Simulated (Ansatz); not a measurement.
`C[O][Ga]([OH])[CH2][SiH3]`, relaxed with RKS PBE0-D4/def2-TZVP in Ansatz 0.2.0 from a GFN2-xTB geometry. The force threshold is 0.005 eV/Å; the program also tests the step.

Total charge 0; spin multiplicity 1.

Start:

```xyz
15

C    -2.300   -0.338   -1.818
O    -1.049   -0.187   -1.189
Ga    0.221    0.762   -0.456
O     0.208    2.499   -0.246
C     1.719   -0.334    0.315
Si    1.328   -0.760    2.131
H    -3.096    0.144   -1.243
H    -2.287    0.086   -2.825
H    -2.516   -1.409   -1.889
H    -0.442    3.154   -0.494
H     2.632    0.256    0.240
H     1.823   -1.235   -0.287
H     1.206    0.470    2.920
H     0.095   -1.550    2.211
H     2.458   -1.557    2.631
```

| step | energy (eV) | largest force (eV/Å) | largest move (Å) |
| --- | --- | --- | --- |
| 1 | -66557.4229 | 1.308 | 0.000 |
| 2 | -66557.5536 | 0.653 | 0.127 |
| 3 | -66557.6373 | 0.494 | 0.194 |
| 4 | -66557.7074 | 0.243 | 0.200 |
| 5 | -66557.7468 | 0.167 | 0.200 |
| 6 | -66557.7594 | 0.411 | 0.195 |
| 7 | -66557.7654 | 0.172 | 0.030 |
| 8 | -66557.7679 | 0.022 | 0.060 |
| 9 | -66557.7687 | 0.011 | 0.043 |
| 10 | -66557.7691 | 0.065 | 0.110 |
| 11 | -66557.7694 | 0.029 | 0.020 |
| 12 | -66557.7695 | 0.003 | 0.006 |
| 13 | -66557.7695 | 0.002 | 0.008 |

End:

```xyz
15

C    -2.239   -0.068   -1.826
O    -1.085   -0.579   -1.216
Ga    0.153    0.448   -0.438
O    -0.124    2.214   -0.452
C     1.716   -0.342    0.394
Si    1.482   -0.775    2.198
H    -2.809    0.600   -1.165
H    -2.013    0.483   -2.749
H    -2.896   -0.901   -2.092
H    -0.929    2.485   -0.897
H     2.544    0.366    0.298
H     1.969   -1.248   -0.163
H     1.152    0.445    2.982
H     0.364   -1.744    2.354
H     2.714   -1.383    2.771
```

Hardware: 2 threads of an AMD EPYC 7R13 on a shared host and a share of an NVIDIA H100 80 GB. Wall time 23 s, peak host memory 0.92 GiB.
